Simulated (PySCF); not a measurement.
Isomers of [C8H12N]+ (charge +1), from PBE0-D3(BJ)/def2-SVP geometry optimisation, gas phase in PySCF. One conformer each, no zero-point energy, no frequencies.

Question: Which is lowest in electronic energy at this level?
A. 2,4,6-trimethylpyridinium, `Cc1cc(C)cc(C)[nH+]1`: A = 1846, B = 1711, C = 902.9 MHz, dipole 1.87 D
B. `[CH2:1]=[C:2]([CH2:3][C:4]#[N+:5][CH3:6])[CH:7]1[CH2:8][CH2:9]1` (charge +1) with C1–C2–C3–C4 96°, C1–C2–C7–C8 -155°: A = 2404, B = 1001, C = 818.7 MHz, dipole 6.15 D
C. `[CH3:1][CH2:2][c:3]1[cH:4][cH:5][cH:6][cH:7][n+:8]1[CH3:9]` (charge +1) with C1–C2–C3–C4 0°: A = 2495, B = 1491, C = 950.0 MHz, dipole 1.99 D

Answer: A. That is 2,4,6-trimethylpyridinium (`Cc1cc(C)[nH+]c(C)c1`), 16.6 kcal/mol below the next.

```csv
SMILES,mapped SMILES,E (Eh),relative (kcal/mol),relative (kJ/mol),dipole about centre of mass (D)
Cc1cc(C)[nH+]c(C)c1,[CH3:1][c:2]1[cH:3][c:4]([CH3:5])[nH+:6][c:7]([CH3:8])[cH:9]1,-365.95136,0.0,0.0,1.87
CCc1cccc[n+]1C,[CH3:1][CH2:2][c:3]1[cH:4][cH:5][cH:6][cH:7][n+:8]1[CH3:9],-365.92493,16.6,69.4,1.99
C=C(CC#[N+]C)C1CC1,[CH2:1]=[C:2]([CH2:3][C:4]#[N+:5][CH3:6])[CH:7]1[CH2:8][CH2:9]1,-365.80965,88.9,372.1,6.15
```

As drawn, the lowest has an N–H bond, which the highest lacks; the highest has a three-membered ring, which the lowest lacks.
